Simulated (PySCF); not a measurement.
**Excitation energies in several basis sets**

Species: C4H10Si.
Numbering: `[CH3:1][CH:2]1[CH2:3][SiH2:4][CH2:5]1` (hydrogens: H6, H7, H8 on C1; H9 on C2; H10, H11 on C3; H12, H13 on Si4; H14, H15 on C5)

Geometry (PBE0-D3(BJ)/def2-SVP, Å), atoms numbered from 1 in this order:
```
atom  x, y, z in Å
C1    -1.8222   -0.5178    0.0516
C2    -0.3933   -0.3800    0.5442
C3     0.6791   -1.2069   -0.2219
Si4    1.9011    0.1762    0.2023
C5     0.2335    1.0412    0.4434
H6    -2.1715   -1.5602    0.1226
H7    -1.8995   -0.2087   -1.0040
H8    -2.5110    0.1119    0.6372
H9    -0.3550   -0.6857    1.6056
H10    0.8217   -2.2473    0.1023
H11    0.4622   -1.2059   -1.3043
H12    2.6487   -0.0516    1.4782
H13    2.8624    0.6710   -0.8326
H14    0.0367    1.7246    1.2814
H15   -0.0835    1.5351   -0.4914
```

TDDFT with PBE0 (PySCF), vertical singlets, core orbitals frozen in the response, spherical d and f functions. The structure is a single PBE0-D3(BJ)/def2-SVP conformer in the gas phase; no vibrational or solvent corrections.

How do the low singlets change with the basis? Take 6-31G*, 6-31+G*, def2-SVP, def2-SVPD, aug-cc-pVDZ, def2-TZVP and def2-TZVPD.

| basis | functions | diffuse | S1 (eV) | S2 (eV) | S3 (eV) | S4 (eV) | S5 (eV) | LUMO (eV) | α (au) |
| --- | --- | --- | --- | --- | --- | --- | --- | --- | --- |
| 6-31G* | 94 | no | 7.17 | 7.84 | 8.30 | 8.31 | 8.49 | 0.93 | 63.6 |
| 6-31+G* | 114 | yes | 6.78 | 7.01 | 7.27 | 7.28 | 7.50 | 0.20 | 70.8 |
| def2-SVP | 124 | no | 7.37 | 8.00 | 8.13 | 8.27 | 8.39 | 1.00 | 67.2 |
| def2-SVPD | 184 | yes | 7.01 | 7.38 | 7.57 | 7.64 | 7.91 | 0.50 | 75.1 |
| aug-cc-pVDZ | 209 | yes | 6.74 | 6.81 | 7.10 | 7.18 | 7.25 | -0.02 | 77.0 |
| def2-TZVP | 221 | no | 6.92 | 7.48 | 7.61 | 7.81 | 8.00 | 0.50 | 73.8 |
| def2-TZVPD | 281 | yes | 6.76 | 7.06 | 7.28 | 7.34 | 7.55 | 0.24 | 76.5 |

States are compared by their number. Against the largest diffuse basis here (def2-TZVPD, itself not a converged limit), sets without diffuse functions differ by up to 0.61 eV in S1 and 0.94 eV in S5; the smaller diffuse sets differ by up to 0.25 and 0.36 eV. State by state, the largest deviation of a set without diffuse functions is S1 0.61, S2 0.93, S3 1.02, S4 0.97, S5 0.94 eV. The same number needn't mean the same state in each row. Against def2-TZVPD the polarisability deviates by -17% in 6-31G*, -7% in 6-31+G*, -12% in def2-SVP, -2% in def2-SVPD, +1% in aug-cc-pVDZ, -4% in def2-TZVP. A single + in a Pople set puts diffuse functions on heavy atoms only.

Without π bonds the low states may be Rydberg-like; a valence basis with one diffuse set may place them up to an eV too high.
